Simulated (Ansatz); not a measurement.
`C=NB[SeH]` + `N[SiH3]` → `[SiH3]NB[SeH]` + `C=N`  (ligand exchange at a B–N bond)

Program: Ansatz. Geometries: PBE0-D4/def2-TZVP. ΔE: electronic, gas phase. CCSD(T)/CBS is the MP2 limit (def2-TZVPP, def2-QZVPP) plus CCSD(T) − MP2 in def2-TZVPP, frozen cores. This one scheme is used for every species. DFT in def2-TZVPP. B3LYP here is the variant with VWN-RPA as its local correlation; programs differ in this. For Se outer-core shells are correlated without core-valence functions, which leaves a few kJ/mol of doubt a bond. Scalar relativity is left out up to krypton. Each species was taken in one conformer, which may not be the lowest.

```
             level  ΔE (kJ/mol)  difference from CCSD(T)/CBS
         r2SCAN-D4        -18.0                         15.4
          B3LYP-D4        -20.9                         12.5
           ωB97X-V        -30.1                          3.3
           ωB97M-V        -29.0                          4.4
            r2SCAN        -17.5                         15.9
              PBE0        -19.7                         13.7
             B3LYP        -17.8                         15.6
     HF/def2-TZVPP        -37.1                         -3.7
    MP2/def2-TZVPP        -33.2                          0.2
SCS-MP2/def2-TZVPP        -35.5                         -2.1
   CCSD/def2-TZVPP        -36.9                         -3.5
CCSD(T)/def2-TZVPP        -36.5                         -3.1
    MP2/def2-QZVPP        -31.2                          2.2
SCS-MP2/def2-QZVPP        -33.7                         -0.3
      HF/CBS(def2)        -36.6                         -3.2
     MP2/CBS(def2)        -30.1                          3.3
       CCSD(T)/CBS        -33.4                            0
```

Largest T1 diagnostic among the species: 0.013.

The D4 term adds −3.1 kJ/mol with B3LYP and −1.7 kJ/mol with PBE0; it sums over pairs of atoms, weighted by their polarisabilities, and B3LYP, whose exchange is more repulsive, gets the larger term. From PBE to PBE0 (25 % exact exchange), in def2-TZVPP and without D4, ΔE moves by −6.5 kJ/mol.
